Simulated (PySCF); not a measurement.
# Computed records: Al2H3NO, AlF2H2N, AlFH2NO, AlH3N2Si and others

All values are calculated (PySCF 2.14.0). Calculation on a computer-drawn molecule: the log of a Hartree-Fock and frozen-core CCSD(T) single point meant for a local Hartree-Fock minimum, with one planted fault or none, to be diagnosed. Offsets are logged minus clean, where the clean run is the same molecule without the fault. The reference is restricted for singlets and unrestricted otherwise, and also for a bond in bohr or an excited solution. Adding or removing an electron swaps singlet and doublet. The excited solution moves the top pair (singlet) or top alpha electron (doublet) to the lowest empty orbital. Highest occupied and lowest empty are orbital energies over both spins, largest force is the largest gradient component, triples share is (T) over the correlation energy, the T1 limit is 0.02 restricted and 0.045 unrestricted, electrons count all cores, a negative frequency is imaginary (commonest isotopes), and the dipole is about the centre of nuclear charge.

Common to all runs: logged SCF converged yes; possible faults no fault, one electron removed, one electron added, multiplicity raised by two, geometry at a saddle point, SCF held on an excited solution, minimal basis STO-3G, one bond length entered in bohr, all coordinates scaled.

```json
{"entry": 1, "formula": "Al2H3NO", "logged_structure": {"atoms_angstrom": [["N", -2.3381, 0.531, -0.6398], ["Al", -2.1372, -0.5875, 0.5176], ["O", -2.3761, -0.2145, 2.0096], ["Al", -2.6043, 0.1159, 3.5124], ["H", -2.2113, 0.3768, -1.5415], ["H", -2.5912, 1.4091, -0.5077], ["H", -1.7351, -1.9271, 0.1383]]}, "given": {"meant_charge": 0, "meant_multiplicity": 1, "meant_basis": "cc-pV(D+d)Z", "logged_electrons": 44, "logged_basis_functions": 89, "logged_spin_squared": 0.0, "logged_highest_occupied [eV]": -8.1127, "logged_lowest_empty [eV]": 1.9854, "logged_largest_force [hartree/bohr]": 0.10361, "logged_T1_diagnostic": 0.013679, "logged_D1_diagnostic": 0.033753, "logged_triples_share": 0.021668, "logged_CC_converged": "yes", "logged_dipole_magnitude [debye]": 1.9601, "logged_SCF_stable_within_its_kind": "yes", "logged_energy_HF [hartree]": -615.00041, "logged_energy_CCSD(T) [hartree]": -615.49637, "drawn_bonds_atom": [1, 2, 3, 1, 1, 2], "drawn_bonds_other_atom": [2, 3, 4, 5, 6, 7], "drawn_bonds_order": [1, 1, 1, 1, 1, 1]}, "results": {"planted_fault": "all coordinates scaled, by -7.9 %", "HF_energy_offset_from_clean_run [kcal/mol]": 35.6, "CCSD(T)_energy_offset_from_clean_run [kcal/mol]": 43.59}}
{"entry": 2, "formula": "AlF2H2N", "logged_structure": {"atoms_angstrom": [["N", 2.6141, -1.9661, -1.61], ["Al", 1.7898, -3.1299, -0.6164], ["F", 2.0779, -3.2155, 0.9991], ["F", 0.7011, -4.1745, -1.2672], ["H", 3.2862, -1.3023, -1.2757], ["H", 2.4829, -1.8631, -2.5981]]}, "given": {"meant_charge": 0, "meant_multiplicity": 1, "meant_basis": "cc-pV(D+d)Z", "logged_electrons": 39, "logged_basis_functions": 75, "logged_spin_squared": 0.7573, "logged_highest_occupied [eV]": -21.983, "logged_lowest_empty [eV]": -7.8183, "logged_largest_force [hartree/bohr]": 0.085284, "logged_T1_diagnostic": 0.015401, "logged_D1_diagnostic": 0.057072, "logged_triples_share": 0.016339, "logged_CC_converged": "yes", "logged_dipole_magnitude [debye]": 9.6099, "logged_SCF_stable_within_its_kind": "yes", "logged_energy_HF [hartree]": -496.2749, "logged_energy_CCSD(T) [hartree]": -496.86932, "drawn_bonds_atom": [1, 2, 2, 1, 1], "drawn_bonds_other_atom": [2, 3, 4, 5, 6], "drawn_bonds_order": [1, 1, 1, 1, 1]}, "results": {"planted_fault": "one electron removed", "HF_energy_offset_from_clean_run [kcal/mol]": 216.7, "CCSD(T)_energy_offset_from_clean_run [kcal/mol]": 240.5}}
{"entry": 3, "formula": "AlFH2NO", "logged_structure": {"atoms_angstrom": [["N", -0.4866, 1.0396, -1.916], ["Al", 0.5188, 1.2774, -0.4815], ["O", 0.4768, 2.4552, 0.5622], ["F", 1.5195, -0.0301, -0.4888], ["H", -1.1889, 1.6511, -2.1953], ["H", -0.4172, 0.289, -2.5303]]}, "given": {"meant_charge": -1, "meant_multiplicity": 1, "meant_basis": "aug-cc-pV(D+d)Z", "logged_electrons": 40, "logged_basis_functions": 119, "logged_spin_squared": 0.0, "logged_highest_occupied [eV]": -4.5569, "logged_lowest_empty [eV]": 3.633, "logged_largest_force [hartree/bohr]": 0.029982, "logged_T1_diagnostic": 0.01845, "logged_D1_diagnostic": 0.048451, "logged_triples_share": 0.029535, "logged_CC_converged": "yes", "logged_dipole_magnitude [debye]": 5.8525, "logged_SCF_stable_within_its_kind": "yes", "logged_energy_HF [hartree]": -472.02585, "logged_energy_CCSD(T) [hartree]": -472.72966, "drawn_bonds_atom": [1, 2, 2, 1, 1], "drawn_bonds_other_atom": [2, 3, 4, 5, 6], "drawn_bonds_order": [1, 1, 1, 1, 1]}, "results": {"planted_fault": "all coordinates scaled, by -2.6 %", "HF_energy_offset_from_clean_run [kcal/mol]": 3.062, "CCSD(T)_energy_offset_from_clean_run [kcal/mol]": 6.97}}
{"entry": 4, "formula": "AlH3N2Si", "logged_structure": {"atoms_angstrom": [["N", -1.1271, 1.1145, -0.2561], ["Al", 0.0741, 0.7513, 0.9519], ["N", 1.1921, 0.4323, 2.0995], ["Si", 2.268, 0.2757, 3.3765], ["H", -1.758, 1.8935, -0.2225], ["H", -1.291, 0.5775, -1.0871], ["H", 3.0288, -1.0055, 2.97]]}, "given": {"meant_charge": 0, "meant_multiplicity": 1, "meant_basis": "cc-pV(D+d)Z", "logged_electrons": 44, "logged_basis_functions": 89, "logged_spin_squared": 0.0, "logged_highest_occupied [eV]": -3.5527, "logged_lowest_empty [eV]": -2.7978, "logged_largest_force [hartree/bohr]": 0.16732, "logged_CC_converged": "no", "logged_dipole_magnitude [debye]": 7.4959, "logged_SCF_stable_within_its_kind": "no", "logged_energy_HF [hartree]": -641.17208, "drawn_bonds_atom": [1, 2, 3, 1, 1, 4], "drawn_bonds_other_atom": [2, 3, 4, 5, 6, 7], "drawn_bonds_order": [1, 2, 1, 1, 1, 1]}, "results": {"planted_fault": "SCF held on an excited solution", "HF_energy_offset_from_clean_run [kcal/mol]": 192.7}, "notes": ["CCSD not converged"]}
{"entry": 5, "formula": "AlH3N2Si", "logged_structure": {"atoms_angstrom": [["N", -1.1271, 1.1145, -0.2561], ["Al", 0.0741, 0.7513, 0.9519], ["N", 1.1921, 0.4323, 2.0995], ["Si", 2.268, 0.2757, 3.3765], ["H", -1.758, 1.8935, -0.2225], ["H", -1.291, 0.5775, -1.0871], ["H", 3.0288, -1.0055, 2.97]]}, "given": {"meant_charge": 0, "meant_multiplicity": 1, "meant_basis": "cc-pV(D+d)Z", "logged_electrons": 44, "logged_basis_functions": 89, "logged_spin_squared": 2.0566, "logged_highest_occupied [eV]": -5.1557, "logged_lowest_empty [eV]": 0.39716, "logged_largest_force [hartree/bohr]": 0.092819, "logged_T1_diagnostic": 0.058203, "logged_D1_diagnostic": 0.30613, "logged_triples_share": 0.036533, "logged_CC_converged": "yes", "logged_dipole_magnitude [debye]": 0.89016, "logged_SCF_stable_within_its_kind": "yes", "logged_energy_HF [hartree]": -641.41363, "logged_energy_CCSD(T) [hartree]": -641.92722, "drawn_bonds_atom": [1, 2, 3, 1, 1, 4], "drawn_bonds_other_atom": [2, 3, 4, 5, 6, 7], "drawn_bonds_order": [1, 2, 1, 1, 1, 1]}, "results": {"planted_fault": "multiplicity raised by two", "HF_energy_offset_from_clean_run [kcal/mol]": 41.16, "CCSD(T)_energy_offset_from_clean_run [kcal/mol]": 48.78}, "notes": ["T1 above single-reference limit"]}
{"entry": 6, "formula": "AlBClH3N", "logged_structure": {"atoms_angstrom": [["N", -0.1081, 1.684, -1.2801], ["Al", -1.2052, 0.8689, -0.1537], ["B", -1.9421, 1.8561, 1.6195], ["Cl", -3.4745, 2.7637, 1.5472], ["H", 0.2274, 2.6267, -1.1963], ["H", 0.2548, 1.2791, -2.1234], ["H", -1.4775, 1.7698, 2.7209]]}, "given": {"meant_charge": 0, "meant_multiplicity": 2, "meant_basis": "cc-pV(D+d)Z", "logged_electrons": 45, "logged_basis_functions": 89, "logged_spin_squared": 0.788, "logged_highest_occupied [eV]": -7.7811, "logged_lowest_empty [eV]": 1.1528, "logged_largest_force [hartree/bohr]": 1.6728e-05, "logged_lowest_frequency [cm^-1]": 56.943, "logged_T1_diagnostic": 0.020253, "logged_D1_diagnostic": 0.075392, "logged_triples_share": 0.028043, "logged_CC_converged": "yes", "logged_dipole_magnitude [debye]": 2.2004, "logged_SCF_stable_within_its_kind": "yes", "logged_energy_HF [hartree]": -782.33656, "logged_energy_CCSD(T) [hartree]": -782.8264, "drawn_bonds_atom": [1, 2, 3, 1, 1, 3], "drawn_bonds_other_atom": [2, 3, 4, 5, 6, 7], "drawn_bonds_order": [1, 1, 1, 1, 1, 1]}, "results": {"planted_fault": "no fault", "HF_energy_offset_from_clean_run [kcal/mol]": 0.0, "CCSD(T)_energy_offset_from_clean_run [kcal/mol]": 0.0}}
```
